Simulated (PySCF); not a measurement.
Ge(H)3(NMe2) (C2H9GeN), SMILES C[N](C)[GeH3]. Geometry: TPSSh-D3(BJ)/def2-SVP.

Computed equilibrium geometry at TPSSh-D3(BJ)/def2-SVP (PySCF confirms it by a frequency run) as Cartesian coordinates in Å, and its point group:
point group Cs.
```xyz
13

Ge     0.9790    -0.0093     0.0000
N     -0.8490     0.2420     0.0000
C     -1.5880    -0.0460     1.2151
C     -1.5880    -0.0460    -1.2151
H      1.4148    -1.4998     0.0000
H      1.5188     0.6636     1.2735
H      1.5188     0.6636    -1.2735
H     -2.5329     0.5287     1.2277
H     -1.8542    -1.1194     1.3324
H     -1.0038     0.2555     2.0987
H     -1.8542    -1.1194    -1.3324
H     -2.5329     0.5287    -1.2277
H     -1.0038     0.2555    -2.0987
```
